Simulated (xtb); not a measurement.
CCl$_{3}$, charge -1, singlet, from a rough starting geometry; xtb with GFN2-xTB.

xtb was given this input:
```
$ xtb mol.xyz --gfn 2 --chrg -1 --opt vtight --json

# file mol.xyz
4

C     -0.03322208     0.02805866     0.43720139
Cl    -0.01577694     1.70189541    -0.11111951
Cl     1.47040225    -0.84304411    -0.13700653
Cl    -1.49914865    -0.84283748    -0.18379256
```

Question: What does xtb print? Leave out banner, timings and long lists.

Answer: 
```
   ID    Z sym.   atoms
    1    6 C      1
    2   17 Cl     2-4

           -------------------------------------------------
          |                Calculation Setup                |
           -------------------------------------------------

           -------------------------------------------------
          |                 G F N 2 - x T B                 |
           -------------------------------------------------

          ...................................................
          :                      SETUP                      :
          :.................................................:
          :  # basis functions                  34          :
          :  # atomic orbitals                  31          :
          :  # shells                           11          :
          :  # electrons                        26          :
          :  max. iterations                   250          :
          :  Hamiltonian                  GFN2-xTB          :
          :  restarted?                      false          :
          :  GBSA solvation                  false          :
          :  PC potential                    false          :
          :  electronic temp.          300.0000000     K    :
          :  accuracy                    1.0000000          :
          :  -> integral cutoff          0.2500000E+02      :
          :  -> integral neglect         0.1000000E-07      :
          :  -> SCF convergence          0.1000000E-05 Eh   :
          :  -> wf. convergence          0.1000000E-03 e    :
          :  Broyden damping             0.4000000          :
          :  net charge                         -1          :
          :  unpaired electrons                  0          :
          ...................................................

 iter      E             dE          RMSdq      gap      omega  full diag
   1    -15.9228725 -0.159229E+02  0.815E+00    3.74       0.0  T
   2    -15.9901435 -0.672710E-01  0.413E+00    4.27       1.0  T
   3    -15.9981964 -0.805285E-02  0.254E+00    4.11       1.0  T
   4    -16.0010179 -0.282150E-02  0.471E-01    4.20       1.0  T
   5    -16.0013509 -0.333044E-03  0.357E-01    4.18       1.0  T
   6    -16.0014276 -0.767335E-04  0.170E-01    4.18       1.0  T
   7    -16.0014748 -0.471715E-04  0.806E-02    4.17       1.0  T
   8    -16.0014945 -0.196533E-04  0.430E-02    4.17       1.2  T
   9    -16.0014955 -0.103750E-05  0.352E-02    4.17       1.4  T
[...]
         :: total energy             -15.991635726771 Eh    ::
 * total energy  :   -15.9916357 Eh     change       -0.2459046E-09 Eh
 * total energy  :   -15.9896687 Eh     change        0.1967073E-02 Eh
 * total energy  :   -15.9965329 Eh     change       -0.6864244E-02 Eh
 * total energy  :   -15.9966505 Eh     change       -0.1175965E-03 Eh
 * total energy  :   -15.9967530 Eh     change       -0.1025285E-03 Eh
 * total energy  :   -15.9967863 Eh     change       -0.3324942E-04 Eh
 * total energy  :   -15.9967997 Eh     change       -0.1344075E-04 Eh
 * total energy  :   -15.9968012 Eh     change       -0.1485739E-05 Eh
 * total energy  :   -15.9968015 Eh     change       -0.3391875E-06 Eh
 * total energy  :   -15.9968016 Eh     change       -0.7867721E-07 Eh
   *** GEOMETRY OPTIMIZATION CONVERGED AFTER 10 ITERATIONS ***
         :: total energy             -15.996801617071 Eh    ::
[...]
        23                          0.2012117               5.4752
        24                          0.2012241               5.4756
       ...                                ...                  ...
        31                          0.3366248               9.1600
      -------------------------------------------------------------
                  HL-Gap            0.1797468 Eh            4.8912 eV
             Fermi-level           -0.0990471 Eh           -2.6952 eV

     #   Z          covCN         q      C6AA      α(0)
     1   6 C        2.651    -0.010    28.237     8.694
     2  17 Cl       1.197    -0.330   109.806    16.032
     3  17 Cl       1.197    -0.330   109.807    16.032
     4  17 Cl       1.197    -0.330   109.813    16.032

 Mol. C6AA /au·bohr⁶  :       1350.299242
 Mol. C8AA /au·bohr⁸  :      53646.095165
 Mol. α(0) /au        :         56.789427

Wiberg/Mayer (AO) data.
largest (>0.10) Wiberg bond orders for each atom

 ---------------------------------------------------------------------------
     #   Z sym  total        # sym  WBO       # sym  WBO       # sym  WBO
 ---------------------------------------------------------------------------
     1   6 C    2.750 --     2 Cl   0.917     3 Cl   0.917     4 Cl   0.916
     2  17 Cl   0.978 --     1 C    0.917
     3  17 Cl   0.978 --     1 C    0.917
     4  17 Cl   0.977 --     1 C    0.916
 ---------------------------------------------------------------------------

Topologies differ in total number of bonds
Writing topology from bond orders to xtbtopo.mol

molecular dipole:
                 x           y           z       tot (Debye)
 q only:        0.032      -0.026       0.332
   full:        0.038      -0.019      -0.076       0.222
molecular quadrupole (traceless):
                xx          xy          yy          xz          yz          zz
 q only:       -2.393       0.002      -2.391      -0.140      -0.100       4.785
  q+dip:       -2.742       0.003      -2.740      -0.134      -0.128       5.482
   full:       -2.356       0.003      -2.354      -0.115      -0.110       4.710

optimized geometry written to: xtbopt.xyz

           -------------------------------------------------
          | TOTAL ENERGY              -15.996801617071 Eh   |
          | GRADIENT NORM               0.000072089564 Eh/α |
          | HOMO-LUMO GAP               4.891158266777 eV   |
           -------------------------------------------------

normal termination of xtb
```
